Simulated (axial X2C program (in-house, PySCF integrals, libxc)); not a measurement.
# Bond lengths and stretching modes, held linear, of SeNC⁻

Computed with an in-house all-electron X2C program for linear molecules (integrals from PySCF): two-component X2C with atomic mean-field Coulomb and Gaunt terms, Gaussian nuclei, basis Se dyall-v3z, N dyall-av3z, C dyall-v3z with contracted cores. Spin-free rows use the one-electron spin-free X2C Hamiltonian.

Masses Se 79.917, N 14.003, C 12.000 u. States: 2c Ω = 0 (all partner blocks equally filled); spin-free M_S = 0, Λ = 0 (closed shell).

PBE0, spin-free: energies above the lowest point

```
r(Se–N) (Å)  r(N–C) (Å)  E (meV)
     1.7872      1.1427    63.06
     1.7872      1.1720    17.78
     1.7872      1.2013    62.56
     1.8330      1.1427    42.04
     1.8330      1.1720     0.00
     1.8330      1.2013    48.18
     1.8330      1.2306   170.40
     1.8788      1.1427    60.68
     1.8788      1.1720    21.26
     1.8788      1.2013    72.25
     1.9246      1.1720    72.61
     1.9246      1.2306   253.49
```

Task: Fit a quadratic surface with cubic terms in each bond: where is the minimum, and what are the two stretching wavenumbers?

Result: At PBE0, spin-free: bonds 1.829 and 1.170 Å; harmonic stretches 505.9 and 2134.3 cm⁻¹; force constants 3.03, 17 and coupling 0.34 mdyn/Å.

The other levels and Hamiltonians give:

```
Hamiltonian  level  r(Se–N) (Å)  r(N–C) (Å)  lower stretch (cm⁻¹)  upper stretch (cm⁻¹)
         2c   PBE0        1.831       1.170                 503.3                2133.9
         2c     HF        1.866       1.145                 476.0                2337.4
         2c    LDA        1.807       1.178                 519.0                2053.6
         2c    MP2        1.845       1.188                 497.8                1996.0
  spin-free     HF        1.864       1.145                 479.6                2337.9
  spin-free    LDA        1.806       1.178                 521.2                2054.0
  spin-free    MP2        1.844       1.188                 500.3                1996.2
```

Each state is one determinant, the lowest of a limited PBE0 search; the stretches come from a fit to these few points and carry an uncertainty of a few per cent. Other orders of the atoms were not compared. MP2 freezes inner shells (threshold -2 hartree). For an anion the highest level of a functional can be positive, and the basis then holds the extra electron. The molecule was held linear; bending was not examined, so a bent shape may lie lower.
